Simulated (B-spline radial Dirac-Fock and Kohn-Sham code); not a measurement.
## Te²⁻ in Watson spheres of different radius

These are calculated numbers from a B-spline atomic structure program; the model is Dirac-Fock (average of configuration) total-energy differences with a finite nucleus, the Breit interaction including its frequency dependence, and self-energy and vacuum-polarisation corrections. The ion, [Kr] 4d10 5s2 5p6, sits in a hollow sphere of charge Q = +2, a simple model of the Madelung potential. Inside the sphere an electron's potential energy is lowered by the constant 14.40·|Q|/R eV, so binding energies rise by about that much as long as the orbitals stay inside.

```tsv
radius (Å)	14.40 |Q|/R (eV)	1s (eV)	2s (eV)	2p1/2 (eV)	2p3/2 (eV)	3s (eV)	3p1/2 (eV)	3p3/2 (eV)	3d3/2 (eV)	3d5/2 (eV)	4s (eV)	4p1/2 (eV)	4p3/2 (eV)	4d3/2 (eV)	4d5/2 (eV)	5s (eV)	5p1/2 (eV)	5p3/2 (eV)
1.878	15.34	31818.2	4951.6	4619.1	4348.2	1015.8	879.1	827.4	588.6	578.2	184.0	135.3	125.6	46.30	44.85	19.11	8.69	8.00
2.21	13.03	31817.4	4950.7	4618.2	4347.3	1014.9	878.1	826.5	587.6	577.3	183.1	134.4	124.6	45.32	43.87	17.78	7.52	6.86
2.652	10.86	31816.2	4949.6	4617.0	4346.1	1013.7	877.0	825.4	586.5	576.1	181.9	133.2	123.4	44.14	42.68	16.35	6.18	5.54
```

From the smallest to the largest radius 1s moves by -2.0 eV, while the constant potential alone would give -4.5 eV; the difference comes from charge outside the sphere and its screening.
